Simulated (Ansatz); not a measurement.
# Redistribution: C6H9N + C3H5N → C5H7N + C4H7N

Species: C6H9N (2,5-dimethylpyrrole) `Cc1ccc(C)[nH]1`, singlet; C3H5N (propanenitrile) `CCC#N`, singlet; C5H7N (2-methyl-1H-pyrrole) `Cc1ccc[nH]1`, singlet; C4H7N (isobutyronitrile) `CC(C)C#N`, singlet. The partners trade CH3 for H; both sit on C, so the bond types are kept.

Shapes, held fixed at every level: PBE0-D4/def2-TZVP. Programs: Ansatz 0.2.0. The zero-point and thermal change to 298 K, harmonic and unscaled (PBE0-D4/def2-TZVP), is +0.6 kJ/mol.

(1) Estimate the reaction enthalpy at 298 K.

## Answers

(1) From tabulated heats of formation (CRC Handbook of Chemistry and Physics), ΔH(298 K) = +5.9 kJ/mol. Nearest: CCSD(T)/CBS estimate (+1.8); farthest: HF/def2-SVP (+7.7). 8 of 8 levels lie within 10 kJ/mol. The CBS estimate extrapolates MP2 from def2-TZVPP and def2-QZVPP and adds CCSD(T) − MP2 in the triple-zeta set, cores frozen.

| level | kind | ΔH (kJ/mol) | computed − measured |
| --- | --- | --- | --- |
| HF/def2-SVP | Hartree–Fock | +13.6 | +7.7 |
| HF/def2-TZVPP | Hartree–Fock | +11.2 | +5.3 |
| r2SCAN-D4/def2-TZVPP | meta-GGA | +11.5 | +5.6 |
| PBE0-D4/def2-TZVPP | global hybrid | +12.9 | +7.0 |
| wB97X-V/def2-TZVPP | range-separated hybrid | +9.9 | +4.0 |
| CCSD(T)/def2-SVP | coupled cluster or CI | +9.4 | +3.5 |
| CCSD/def2-TZVPP | coupled cluster or CI | +8.3 | +2.4 |
| CCSD(T)/CBS estimate | coupled cluster or CI | +7.7 | +1.8 |
